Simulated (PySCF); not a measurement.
A structure optimised at PBE0-D3(BJ)/def2-SVP, used in a PySCF frequency run:

```
Si
H 1 1.4908
H 1 1.4918 2 109.90
H 1 1.4952 2 110.11 3 121.13
Te 1 2.5094 2 110.06 3 -121.28
Se 5 2.5456 1 92.24 2 58.98
H 6 1.4742 5 95.58 1 89.21
```

Write its SMILES and formula.

[SiH3][Te][SeH], H4SeSiTe

What are its rotational constants (standard atomic weights)?

3.2603, 1.3082, 0.95170 GHz
